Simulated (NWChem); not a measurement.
System: HSeOF; SMILES F[Se]O

Parts of the log:

```
             Northwest Computational Chemistry Package (NWChem) 7.3.0
             --------------------------------------------------------

                             Geometry "geometry" -> ""
                             -------------------------

 Output coordinates in angstroms (scale by  1.889725989 to convert to a.u.)

  No.       Tag          Charge          X              Y              Z
 ---- ---------------- ---------- -------------- -------------- --------------
    1 Se                  34.0000     0.37607400     0.02401200    -0.02599400
    2 F                    9.0000    -0.58916800    -1.48784200     0.03263900
    3 O                    8.0000    -0.92389600     1.26259500     0.09613300
    4 H                    1.0000    -1.26113600     1.40359700    -0.81361400

 Effective nuclear repulsion energy (a.u.)     197.7005610980

                              NWChem Property Module
                              ----------------------

  itol2e modified to match energy
  convergence criterion.

                                 NWChem DFT Module
                                 -----------------

 Summary of "ao basis" -> "ao basis" (spherical)
 ------------------------------------------------------------------------------
       Tag                 Description            Shells   Functions and Types
 ---------------- ------------------------------  ------  ---------------------
 Se                          6-31g*                 12       32   5s4p3d
 F                           6-31g*                  6       14   3s2p1d
 O                           6-31g*                  6       14   3s2p1d
 H                           6-31g*                  2        2   2s

  itol2e modified to match energy
  convergence criterion.

            General Information
            -------------------
          SCF calculation type: DFT
          Wavefunction type:  closed shell.
          No. of atoms     :     4
          No. of electrons :    52
           Alpha electrons :    26
            Beta electrons :    26
          Charge           :     0
          Spin multiplicity:     1
          Use of symmetry is: off; symmetry adaption is: off
          Maximum number of iterations: 150
          AO basis - number of functions:    62
                     number of shells:    26
          Convergence on energy requested:  1.00D-07
          Convergence on density requested:  1.00D-05
          Convergence on gradient requested:  5.00D-04

              XC Information
              --------------
                         PBE0 Method XC Functional
                     Hartree-Fock (Exact) Exchange  0.250
          PerdewBurkeErnzerhof Exchange Functional  0.750
            Perdew 1991 LDA Correlation Functional  1.000 local
           PerdewBurkeErnz. Correlation Functional  1.000 non-local

             Grid Information
             ----------------
          Grid used for XC integration:  fine
          Radial quadrature: Mura-Knowles
          Angular quadrature: Lebedev.
          Tag              B.-S. Rad. Rad. Pts. Rad. Cut. Ang. Pts.
          ---              ---------- --------- --------- ---------
          Se                  1.15      140           8.0       974
          F                   0.50       70           8.0       590
          O                   0.60       70           7.0       590
          H                   0.35       60           8.0       590
          Grid pruning is: on
          Number of quadrature shells:   340
          Spatial weights used:  Erf1

      Superposition of Atomic Density Guess
      -------------------------------------

 Sum of atomic energies:       -2574.13026006

      Non-variational initial energy
      ------------------------------

 Total energy =   -2574.321419
 1-e energy   =   -3979.774681
 2-e energy   =    1207.752700
 HOMO         =      -0.223454
 LUMO         =      -0.047225

   convergence    iter        energy       DeltaE   RMS-Dens  Diis-err
 ---------------- ----- ----------------- --------- --------- ---------
 d= 0,ls=0.0,diis     1  -2576.3295750327 -2.77D+03  2.16D-02  6.50D-01
 d= 0,ls=0.0,diis     2  -2576.2497896290  7.98D-02  1.22D-02  1.61D+00
 d= 0,ls=0.0,diis     3  -2576.4044791672 -1.55D-01  1.74D-03  3.43D-02
 d= 0,ls=0.0,diis     4  -2576.4067855762 -2.31D-03  9.23D-04  4.24D-03
 d= 0,ls=0.0,diis     5  -2576.4069941205 -2.09D-04  4.04D-04  2.27D-03
  Resetting Diis
 d= 0,ls=0.0,diis     6  -2576.4072172238 -2.23D-04  3.94D-05  1.16D-05
 d= 0,ls=0.0,diis     7  -2576.4072183419 -1.12D-06  8.94D-06  5.58D-07
 d= 0,ls=0.0,diis     8  -2576.4072183411  8.14D-10  5.86D-06  5.17D-07

         Total DFT energy =    -2576.407218341088
      One electron energy =    -3979.538118852013
           Coulomb energy =     1311.538047929800
    Exchange-Corr. energy =     -106.107708516851
 Nuclear repulsion energy =      197.700561097975

 Numeric. integr. density =       51.999999670103

                       DFT Final Molecular Orbital Analysis
                       ------------------------------------

 Vector   24  Occ=2.000000D+00  E=-3.847772D-01
              MO Center= -4.7D-01, -2.3D-01,  6.3D-02, r^2= 2.6D+00
   Bfn.  Coefficient  Atom+Function         Bfn.  Coefficient  Atom+Function
  ----- ------------  ---------------      ----- ------------  ---------------
    35      0.433471  2 F  px                50     -0.328031  3 O  py
    39      0.316469  2 F  px                11     -0.283183  1 Se px
    54     -0.236679  3 O  py                10      0.189376  1 Se s
    36     -0.184812  2 F  py                14     -0.152198  1 Se s
    51     -0.149571  3 O  pz                49      0.132901  3 O  px

[...]

          -----------------------
          Electric field gradient
          -----------------------

 1 a.u. = 0.324123 10**(16) esu/cm**3  ( or statvolts/cm**2 ) = 0.97174 10**(22) v/m**2

 ------------------------------------------------------------
   Atom      X         Y         Z
 ------------------------------------------------------------
    1 Se   0.71068   0.04538  -0.04912
 ------------------------------------------------------------

 Electric field gradient in molecular frame (a.u.)
         XX             YY             ZZ             XY             XZ             YZ
 ------------------------------------------------------------------------------------------
       -3.463693      -6.538170      10.001863      -0.420380       0.994362       0.072038

 Principal components (a.u.) and orientation
 of principal axis w.r.t. absolute frame                      Asymmetry parameter eta
 --------------------------------------------------------------------------------------
       10.074997      -6.597159      -3.477838                       0.309610

        0.073172       0.136851       0.987885
        0.002473       0.990513      -0.137398
        0.997316      -0.012497      -0.072139

 ------------------------------------------------------------
   Atom      X         Y         Z
 ------------------------------------------------------------
    2 F   -1.11337  -2.81161   0.06168
 ------------------------------------------------------------

 Electric field gradient in molecular frame (a.u.)
         XX             YY             ZZ             XY             XZ             YZ
 ------------------------------------------------------------------------------------------
       -0.049709      -1.726110       1.775819      -1.618928       0.113914       0.096881

 Principal components (a.u.) and orientation
 of principal axis w.r.t. absolute frame                      Asymmetry parameter eta
 --------------------------------------------------------------------------------------
       -2.715447       1.782907       0.932540                       0.313159

        0.519809       0.063624       0.851910
        0.853698      -0.001800      -0.520766
       -0.031599       0.997972      -0.055251

 ------------------------------------------------------------
   Atom      X         Y         Z
 ------------------------------------------------------------
    3 O   -1.74591   2.38596   0.18167
 ------------------------------------------------------------

 Electric field gradient in molecular frame (a.u.)
         XX             YY             ZZ             XY             XZ             YZ
 ------------------------------------------------------------------------------------------
        0.030356       0.154983      -0.185339       1.285245      -0.589262       0.149134

 Principal components (a.u.) and orientation
 of principal axis w.r.t. absolute frame                      Asymmetry parameter eta
 --------------------------------------------------------------------------------------
        1.438153      -1.426012      -0.012141                       0.983116

        0.704384       0.692012      -0.157996
        0.683102      -0.600371       0.415844
       -0.192913       0.400841       0.895607

 ------------------------------------------------------------
   Atom      X         Y         Z
 ------------------------------------------------------------
    4 H   -2.38320   2.65241  -1.53751
 ------------------------------------------------------------

 Electric field gradient in molecular frame (a.u.)
         XX             YY             ZZ             XY             XZ             YZ
 ------------------------------------------------------------------------------------------
        0.135604       0.192299      -0.327903       0.053097      -0.192088       0.074258

 Principal components (a.u.) and orientation
 of principal axis w.r.t. absolute frame                      Asymmetry parameter eta
 --------------------------------------------------------------------------------------
       -0.410000       0.229504       0.180496                       0.119531

        0.341086       0.696957       0.630802
       -0.144587       0.701954      -0.697391
        0.928846      -0.146664      -0.340198
```

Level: PBE0/6-31G* (spherical d). Geometry: optimised at PBE-D3(BJ)/def2-SVP. NWChem prints the field gradient with the sign opposite to the second derivative of the potential.

Q: Write an input that gives this output.

A: This is not unique; one that fits is the input that was run:
```
start job
memory heap 200 mb stack 900 mb global 1100 mb
geometry units angstroms noautosym nocenter noautoz
  Se     0.376074     0.024012    -0.025994
  F     -0.589168    -1.487842     0.032639
  O     -0.923896     1.262595     0.096133
  H     -1.261136     1.403597    -0.813614
end
basis spherical
  Se library 6-31g*
  F library 6-31g*
  O library 6-31g*
  H library 6-31g*
end
dft
  xc pbe0
  iterations 150
end
property
  efieldgrad
end
task dft property
```
